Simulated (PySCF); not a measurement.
Two species compared at the same levels of theory.

First species: C6H10O.
SMILES: `OCC1CC=CC1`

Second species: C₄HF₂N.
SMILES: `N#C[C@]1(F)C=C1F`

Levels: B3LYP/def2-SVPD for HOMO energy, LUMO energy, HOMO–LUMO gap and static isotropic polarisability; TDDFT B3LYP/def2-SVPD for lowest singlet excitation; TDA B3LYP/def2-SVPD for lowest triplet excitation (Tamm–Dancoff). Geometries: GFN2-xTB. Each species is one conformer at its optimised geometry, gas phase, non-relativistic unless stated; the electronic structure was computed with PySCF and density fitting.

Values for the first species:

| Quantity | Value |
| --- | --- |
| HOMO energy | -6.77 eV |
| LUMO energy | 0.28 eV |
| HOMO–LUMO gap | 7.05 eV |
| Lowest singlet excitation | 6.30 eV |
| Lowest triplet excitation (Tamm–Dancoff) | 4.44 eV |
| Static isotropic polarisability | 72.8 au |

Question: Estimate the same properties for the second species, and the change in each.

Answer: 
| property | first | second | second less first |
| --- | --- | --- | --- |
| HOMO energy | -6.77 eV | -9.12 eV | -2.35 eV |
| LUMO energy | 0.28 eV | -1.36 eV | -1.64 eV |
| HOMO–LUMO gap | 7.05 eV | 7.76 eV | +0.71 eV |
| lowest singlet excitation | 6.30 eV | 6.55 eV | +0.25 eV |
| lowest triplet excitation (Tamm–Dancoff) | 4.44 eV | 5.11 eV | +0.67 eV |
| static isotropic polarisability | 72.8 au | 48.9 au | -23.9 au |

On the first: The 8 singlets span 6.30 to 7.55 eV, and their oscillator strengths add up to 0.25. The principal polarisabilities are 61.5, 76.0 and 80.8 au; their mean is the isotropic value.

On the second: The principal polarisabilities are 40.8, 45.3 and 60.7 au; their mean is the isotropic value. S1 lies 1.21 eV below the HOMO–LUMO gap; its leading configuration is HOMO→LUMO, weight 0.86.
